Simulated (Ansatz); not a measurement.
Reaction (formal loss of a carbene): `CC[Se][SiH2]C` → `CC[Se][SiH3]` + `[CH2]` (triplet)

Program: Ansatz. Geometries: PBE0-D4/def2-TZVP. ΔE: electronic, gas phase. CCSD(T)/CBS adds triple-zeta CCSD(T) − MP2 to the extrapolated MP2 energy (def2 sets, frozen cores). This one scheme is used for every species. Functionals use def2-TZVPP. B3LYP here is the variant with VWN-RPA as its local correlation; programs differ in this. Triplets are unrestricted, without spin–orbit coupling. For Se outer-core shells are correlated without core-valence functions, which leaves a few kJ/mol of doubt a bond. Scalar relativity is left out up to krypton. Each species was taken in one conformer, which may not be the lowest.

```csv
level,ΔE (kJ/mol),difference from CCSD(T)/CBS
r2SCAN-D4,460.4,-21.3
B3LYP-D4,473.4,-8.3
ωB97M-V,484.8,3.1
B2PLYP,469.7,-12.0
r2SCAN,458.2,-23.5
B3LYP,460.6,-21.1
HF/def2-QZVPP,327.0,-154.7
MP2/def2-QZVPP,491.9,10.2
MP2/CBS(def2),497.4,15.7
CCSD/CBS(def2),469.9,-11.8
CCSD(T)/CBS,481.7,0
```

Largest T1 diagnostic among the species: 0.011.

From PBE to PBE0 (25 % exact exchange), in def2-TZVPP and without D4, ΔE moves by −7.1 kJ/mol. The D4 term adds +12.8 kJ/mol with B3LYP and +7.0 kJ/mol with PBE0; it sums over pairs of atoms, weighted by their polarisabilities, and B3LYP, whose exchange is more repulsive, gets the larger term.
